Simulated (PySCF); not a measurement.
# Spinor energies of Br²⁰⁺ (bromine, charge +20)

Start: [Ne] 3s2 3p3; 3p1/2 filled at m_j = -1/2, +1/2; 3p3/2 filled at m_j = +3/2. Calculated with PySCF 2.14 in an even-tempered Gaussian basis (19 s from 2.3 bohr⁻², ratio 2.4; 13 p from 2.9 bohr⁻², ratio 2.4; 5 d from 12 bohr⁻², ratio 2.6; 4 f from 18 bohr⁻², ratio 2.6): generalised Hartree-Fock with the X2C-1e Hamiltonian and a Gaussian nucleus; one run each with spin-orbit coupling (SO) switched off, then screened by Boettger's factors.

```json
{"spinor shell": "1s1/2", "electrons": "2", "ε, spin-free (eV)": "-14389.7", "ε, screened SO (eV)": "-14389.0", "weight of nominal j (screened SO)": "1.000", "rms radius, screened SO (bohr)": "0.0492"}
{"spinor shell": "2s1/2", "electrons": "2", "ε, spin-free (eV)": "-2633.6", "ε, screened SO (eV)": "-2633.2", "weight of nominal j (screened SO)": "1.000", "rms radius, screened SO (bohr)": "0.202"}
{"spinor shell": "2p1/2", "electrons": "2", "ε, spin-free (eV)": "-2416.1", "ε, screened SO (eV)": "-2451.0", "weight of nominal j (screened SO)": "0.994", "rms radius, screened SO (bohr)": "0.177"}
{"spinor shell": "3s1/2", "electrons": "2", "ε, spin-free (eV)": "-928.05", "ε, screened SO (eV)": "-927.89", "weight of nominal j (screened SO)": "1.000", "rms radius, screened SO (bohr)": "0.509"}
{"spinor shell": "3p1/2", "electrons": "2", "ε, spin-free (eV)": "-869.12", "ε, screened SO (eV)": "-871.50", "weight of nominal j (screened SO)": "0.792", "rms radius, screened SO (bohr)": "0.499"}
{"spinor shell": "3p3/2", "electrons": "1", "ε, spin-free (eV)": "-869.12", "ε, screened SO (eV)": "-864.40", "weight of nominal j (screened SO)": "1.000", "rms radius, screened SO (bohr)": "0.504"}
```

(1) Where does 2p3/2 lie, and what is the 2p spin-orbit splitting (screened SO)?

| quantity | spin-free | screened SO |
| --- | --- | --- |
| E (hartree) | -2370.02314 | -2370.27326 |
| M_J | 3/2 | 3/2 |
| ⟨J²⟩ | 3.750 | 3.764 |
| ⟨L²⟩ | 0.000 | 0.473 |
| ⟨S²⟩ | 3.750 | 3.162 |

Each row is a mean over spinors that exchange with the open shell spreads, by up to 29.480 eV (3s1/2).

Rows whose weight is well below 1 are mixtures of j = l ± 1/2: exchange outweighs spin-orbit coupling there, and the label is only the starting occupation.

Without spin-orbit coupling the j labels of p, d and f shells carry no meaning; the spin-free column gives the mean over the occupied spinors of each nl shell.

Results:

(1) At -2398.9 eV, 52.100 eV above 2p1/2.
